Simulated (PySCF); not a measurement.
Spinor energies of Mg (magnesium, neutral)

Start: [Ne] 3s2. Calculated with PySCF 2.14 in x2c-SVPall-2c: generalised Hartree-Fock with the X2C-1e Hamiltonian and a Gaussian nucleus; one run each with spin-orbit coupling (SO) switched off, then screened by Boettger's factors.

```
spinor shell  electrons  ε, spin-free (eV)  ε, screened SO (eV)  weight of nominal j (screened SO)  rms radius, screened SO (bohr)
       1s1/2          2            -1335.2              -1335.2                              1.000                           0.151
       2s1/2          2            -102.59              -102.59                              1.000                           0.755
       2p1/2          2            -61.861              -62.072                              1.000                           0.772
       3s1/2          2             -6.849               -6.849                              1.000                            3.54
```

Q: Where does 2p3/2 lie, and what is the 2p spin-orbit splitting (screened SO)?

A: At -61.756 eV, 0.316 eV above 2p1/2.

```csv
quantity,spin-free,screened SO
E (hartree),-199.83874,-199.83877
M_J,0,0
⟨J²⟩,0.000,0.000
⟨L²⟩,0.000,0.000
⟨S²⟩,0.000,0.000
```

Without spin-orbit coupling the j labels of p, d and f shells carry no meaning; the spin-free column gives the mean over the occupied spinors of each nl shell.
